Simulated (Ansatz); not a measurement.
`BB(C)O` + H–F → `CB(O)F` + BH₃ at 700 K and 1 bar (cleavage of the B–B bond).

Isolated molecules relaxed with PBE0-D4/def2-TZVP in Ansatz; ΔE leaves out vibrations. CCSD(T)/CBS adds triple-zeta CCSD(T) − MP2 to the extrapolated MP2 energy (def2 sets, frozen cores). This one scheme is used for every species. Each species was taken in one conformer, which may not be the lowest.

```csv
species,CCSD(T)/CBS energy (Eh),H − E (kJ/mol),S (J/(mol·K))
`BB(C)O`,-166.44417,267.1,420.0
H–F,-100.39570,45.2,198.5
`CB(O)F`,-240.35473,209.9,377.9
BH₃,-26.55200,96.5,225.0
```

H − E and S are ideal-gas, rigid-rotor, harmonic terms from PBE0-D4/def2-TZVP, for one conformer and one mirror image of each species. 1 Eh = 2625.50 kJ/mol, R = 8.31446 J/(mol·K).

Problem. By hand: ΔE, ΔH, ΔS and ΔG.

Solution. ΔE = (-240.35473) + (-26.55200) − (-166.44417) − (-100.39570) = -0.06686 Eh = -175.5 kJ/mol. Δ(H − E) = 209.9 + 96.5 − 267.1 − 45.2 = -5.9, so ΔH = -181.4 kJ/mol. ΔS = 377.9 + 225.0 − 420.0 − 198.5 = -15.6 J/(mol·K). ΔG = -181.4 − 700 × (-15.6)/1000 = -170.5 kJ/mol.

Problem. By hand: the equilibrium constant, and the temperature at which ΔG would vanish if ΔH and ΔS stayed fixed.

Solution. log₁₀ K = −ΔG/(RT ln 10) = 12.7. ΔG = 0 at ΔH/ΔS = 11628 K, far beyond where these terms or the molecules hold.

ΔH outweighs TΔS. A doubt of 5 kJ/mol in ΔE shifts log₁₀ K by 0.4 here. Other conformers and mirror images would add mixing entropy, several J/(mol·K) or more a flexible species. Modes under 60 cm⁻¹, often nearly free rotors, make the harmonic entropy too high. These are equilibria of isolated gas molecules and say nothing of rates. Largest T1 diagnostic: 0.012 (customary marks: 0.02 for closed shells, 0.045 for open ones).
